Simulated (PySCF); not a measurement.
C₈H₁₀.
Geometry (PBE0-D3(BJ)/def2-SVP, Å), atoms numbered from 1 in this order:
```xyz
18
C8H10 angstrom
C      2.416   -0.918    3.224
C      1.909   -1.559    2.160
C      1.217   -0.935    1.086
C      0.621   -0.430    0.152
C     -0.112    0.180   -0.938
C     -0.860    1.519   -0.708
C     -1.982    1.000   -1.625
C     -1.467   -0.430   -1.387
H      2.324    0.166    3.334
H      2.938   -1.467    4.012
H      2.026   -2.648    2.090
H      0.552    0.277   -1.815
H     -0.335    2.444   -0.986
H     -1.191    1.600    0.338
H     -3.021    1.224   -1.341
H     -1.832    1.317   -2.668
H     -1.448   -1.134   -2.231
H     -1.972   -0.911   -0.536
```

All values: CAM-B3LYP/def2-SVPD (PySCF, non-relativistic), on one gas-phase PBE0-D3(BJ)/def2-SVP geometry that isn't relaxed in the solvent. The solvent is an IEF-PCM continuum (Bondi radii, 1.10 Å for H, scaled by 1.2), and excitations are vertical TDDFT with non-equilibrium linear response and a frozen core. Only the electrostatic response of the medium enters.

Gas-phase singlets (H = HOMO, L = LUMO):

```tsv
state	E (eV)	λ (nm)	f	leading configurations
S1	5.198	239	0.000	H-1→L 93%
S2	5.447	228	0.333	H→L 84%
S3	5.928	209	0.000	H→L+2 44%, H→L+1 23%
S4	6.630	187	0.000	H→L+1 54%, H→L+3 29%
S5	7.195	172	0.211	H-1→L+1 76%
```

Question: How does the list change in benzene (ε = 2.271)?

Answer: 
```
state  E (eV)  λ (nm)      f   leading configurations  change by rank (eV)
   S1   5.224     237  0.001                H-1→L 93%               +0.026
   S2   5.336     232  0.461                  H→L 88%               -0.111
   S3   5.957     208  0.000     H→L+1 34%, H→L+2 34%               +0.029
   S4   6.616     187  0.001     H→L+1 52%, H→L+3 25%               -0.014
   S5   7.128     174  0.557  H-1→L+1 63%, H-1→L+2 9%               -0.067
```

Question: What are the lowest 5 singlets in tetrahydrofuran (ε = 7.426)?

Answer: 
```json
{"state": "S1", "E (eV)": "5.251", "λ (nm)": "236", "f": "0.001", "leading configurations": "H-1→L 92%", "change by rank (eV)": "+0.053"}
{"state": "S2", "E (eV)": "5.376", "λ (nm)": "231", "f": "0.448", "leading configurations": "H→L 88%", "change by rank (eV)": "-0.071"}
{"state": "S3", "E (eV)": "5.983", "λ (nm)": "207", "f": "0.000", "leading configurations": "H→L+1 38%, H→L+2 32%", "change by rank (eV)": "+0.055"}
{"state": "S4", "E (eV)": "6.619", "λ (nm)": "187", "f": "0.001", "leading configurations": "H→L+1 52%, H→L+3 20%", "change by rank (eV)": "-0.011"}
{"state": "S5", "E (eV)": "7.156", "λ (nm)": "173", "f": "0.453", "leading configurations": "H-1→L+1 75%", "change by rank (eV)": "-0.039"}
```

Question: The ground-state energy changes by -0.110 eV from gas to tetrahydrofuran. By how much does the total energy of gas-phase S1 change?

Answer: E(S1) = E(S0) + excitation energy, so it changes by -0.110 + 0.053 = -0.057 eV: it is lowered less than the ground state, which is what a blue shift means. This is the vertical state, with the slow part of the continuum still set for S0.

Question: How do the frontier levels move from gas to tetrahydrofuran?

Answer: 
```json
{"orbital": "LUMO+2", "gas (eV)": "1.56", "solvent (eV)": "1.68", "change (eV)": "+0.12", "Löwdin shares, gas": "C7 11 %, C6 10 %, H13 8 %, C2 8 %", "Löwdin shares, solvent": "C6 15 %, C7 11 %, H13 10 %, C3 8 %"}
{"orbital": "LUMO+1", "gas (eV)": "1.41", "solvent (eV)": "1.41", "change (eV)": "0.00", "Löwdin shares, gas": "C4 11 %, C3 10 %, C1 9 %, C8 9 %", "Löwdin shares, solvent": "C3 16 %, C4 15 %, C2 13 %, C1 13 %"}
{"orbital": "LUMO", "gas (eV)": "0.35", "solvent (eV)": "0.29", "change (eV)": "-0.06", "Löwdin shares, gas": "C1 29 %, C2 24 %, C4 13 %, C3 12 %", "Löwdin shares, solvent": "C1 30 %, C2 24 %, C4 14 %, C3 12 %"}
{"orbital": "HOMO", "gas (eV)": "-7.91", "solvent (eV)": "-8.01", "change (eV)": "-0.10", "Löwdin shares, gas": "C4 24 %, C3 22 %, C1 22 %, C2 15 %", "Löwdin shares, solvent": "C4 23 %, C3 22 %, C1 22 %, C2 16 %"}
{"orbital": "HOMO-1", "gas (eV)": "-8.67", "solvent (eV)": "-8.78", "change (eV)": "-0.11", "Löwdin shares, gas": "C3 35 %, C4 33 %, C5 8 %, C6 6 %", "Löwdin shares, solvent": "C3 34 %, C4 32 %, C5 8 %, C6 7 %"}
{"orbital": "HOMO-2", "gas (eV)": "-10.38", "solvent (eV)": "-10.30", "change (eV)": "+0.08", "Löwdin shares, gas": "C2 14 %, C5 12 %, C7 11 %, C8 10 %", "Löwdin shares, solvent": "C7 14 %, C5 12 %, C6 12 %, C8 11 %"}
{"orbital": "HOMO-3", "gas (eV)": "-10.56", "solvent (eV)": "-10.43", "change (eV)": "+0.13", "Löwdin shares, gas": "C8 22 %, C6 22 %, C7 21 %, H17 9 %", "Löwdin shares, solvent": "C7 22 %, C8 22 %, C6 21 %, H17 10 %"}
```

The HOMO–LUMO gap goes from 8.27 to 8.30 eV. Rows go by rank; for LUMO+1 and LUMO+2 the atom shares or the degeneracy differ between the runs, so the row needn't follow one orbital.
